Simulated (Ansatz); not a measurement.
Geometry optimisation, RKS PBE/def2-SVP (Ansatz).

Input:

```yaml
crystal:
  periodic: [false, false, false]
  atoms:
    - { symbol: Ta, position_ang: [-0.099678, -0.126941, -0.030913] }
    - { symbol: O, position_ang: [1.89373, 0.012078, -0.061911] }
    - { symbol: H, position_ang: [2.337771, -0.366795, 0.725554] }
    - { symbol: O, position_ang: [0.131128, -0.668644, 1.82223] }
    - { symbol: H, position_ang: [-0.33031, -1.357724, 2.330842] }
    - { symbol: O, position_ang: [-0.129886, -0.322875, -1.937193] }
    - { symbol: H, position_ang: [-0.308762, -1.029428, -2.582813] }
    - { symbol: O, position_ang: [-0.939358, 1.564799, 0.110046] }
    - { symbol: H, position_ang: [-0.687943, 2.199131, 0.82072] }
    - { symbol: F, position_ang: [-1.388699, -1.560803, -0.027025] }
    - { symbol: Br, position_ang: [1.346137, 2.870373, 1.934413] }
    - { symbol: H, position_ang: [2.018869, 1.97933, 0.917349] }
basis:
  gaussian: { orbitals: def2-SVP }
hamiltonian:
  xc: pbe
relax:
  f_tol: 0.03
  max_steps: 50
```

Run as:

```bash
$ ansatz run input.yaml --threads 4 --pin off --max-ram 5120MiB --backend cpu --events-out ev --progress --plain --runs-dir out
```

Task: Where does it end, and by what steps?

Result: The run converged. After 42 steps the energy has fallen by 0.483 eV; Br11 moved furthest, 0.97 Å. Parted: Br11–H12. Joined: O2–H12.

| step | energy less start (eV) | largest force component (eV/Å) | accepted |
| --- | --- | --- | --- |
| 0 | 0.0000 | 0.713 | yes |
| 2 | -0.1289 | 0.317 | yes |
| 4 | -0.1711 | 0.217 | yes |
| 6 | -0.2170 | 0.404 | yes |
| 8 | -0.2865 | 0.543 | yes |
| 10 | -0.3434 | 0.231 | yes |
| 12 | -0.3615 | 0.237 | yes |
| 14 | -0.3721 | 0.222 | yes |
| 16 | -0.3954 | 0.283 | yes |
| 18 | -0.4222 | 0.101 | yes |
| 20 | -0.4288 | 0.111 | yes |
| 22 | -0.4289 | 0.271 | no |
| 24 | -0.4354 | 0.143 | yes |
| 26 | -0.4412 | 0.153 | yes |
| 28 | -0.4547 | 0.287 | yes |
| 30 | -0.4579 | 0.403 | yes |
| 32 | -0.4660 | 0.064 | yes |
| 34 | -0.4713 | 0.103 | yes |
| 36 | -0.4758 | 0.175 | yes |
| 38 | -0.4817 | 0.085 | yes |
| 40 | -0.4824 | 0.093 | yes |
| 42 | -0.4833 | 0.020 | yes |

```xyz
12
Properties=species:S:1:pos:R:3
Ta -0.388 -0.261 0.126
O 1.653 0.433 0.400
H 2.172 -0.061 1.066
O 0.247 -1.382 1.577
H -0.277 -2.101 1.974
O -0.001 -0.770 -1.660
H 0.283 -0.321 -2.474
O -0.777 1.519 0.363
H -0.148 2.343 0.668
F -2.122 -1.008 0.272
Br 1.442 3.321 1.080
H 1.758 1.481 0.630
```

Whether the end is a true minimum wasn't checked by a vibrational analysis.

Time of the run: 2.1 min on 4 threads of Arm Neoverse V1, on a shared host, peak memory 0.26 GiB.
